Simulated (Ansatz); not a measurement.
`[CH3][W]([OH])(=[S])=[S]` + NH₃ → `[NH2][W]([OH])(=[S])=[S]` + CH₄ at 400 K and 1 bar (ligand exchange at a W–C bond).

Computed with Ansatz on PBE0-D4/def2-TZVP structures; ΔE is electronic, products minus reactants. CCSD(T)/CBS adds triple-zeta CCSD(T) − MP2 to the extrapolated MP2 energy (def2 sets, frozen cores). This one scheme is used for every species. def2 core potentials past Kr. For W outer-core shells are correlated without core-valence functions, which leaves a few kJ/mol of doubt a bond. Each species was taken in one conformer, which may not be the lowest.

| species | CCSD(T)/CBS energy (Eh) | H − E (kJ/mol) | S (J/(mol·K)) |
| --- | --- | --- | --- |
| `[CH3][W]([OH])(=[S])=[S]` | -978.28285 | 173.5 | 410.5 |
| NH₃ | -56.50880 | 104.2 | 203.1 |
| `[NH2][W]([OH])(=[S])=[S]` | -994.36133 | 146.2 | 405.4 |
| CH₄ | -40.46206 | 131.3 | 197.2 |

H − E and S are ideal-gas, rigid-rotor, harmonic terms from PBE0-D4/def2-TZVP, for one conformer and one mirror image of each species. 1 Eh = 2625.50 kJ/mol, R = 8.31446 J/(mol·K).

Q: By hand: ΔE, ΔH, ΔS and ΔG.

A: ΔE = (-994.36133) + (-40.46206) − (-978.28285) − (-56.50880) = -0.03174 Eh = -83.3 kJ/mol. Δ(H − E) = 146.2 + 131.3 − 173.5 − 104.2 = -0.2, so ΔH = -83.5 kJ/mol. ΔS = 405.4 + 197.2 − 410.5 − 203.1 = -11.0 J/(mol·K). ΔG = -83.5 − 400 × (-11.0)/1000 = -79.1 kJ/mol.

Q: By hand: the equilibrium constant, and the temperature at which ΔG would vanish if ΔH and ΔS stayed fixed.

A: log₁₀ K = −ΔG/(RT ln 10) = 10.3. ΔG = 0 at ΔH/ΔS = 7591 K, far beyond where these terms or the molecules hold.

The number of gas molecules stays the same, so ΔS is small and ΔH decides. A doubt of 5 kJ/mol in ΔE shifts log₁₀ K by 0.7 here. Other conformers and mirror images would add mixing entropy, several J/(mol·K) or more a flexible species. These are equilibria of isolated gas molecules and say nothing of rates. Largest T1 diagnostic: 0.022 (customary marks: 0.02 for closed shells, 0.045 for open ones).
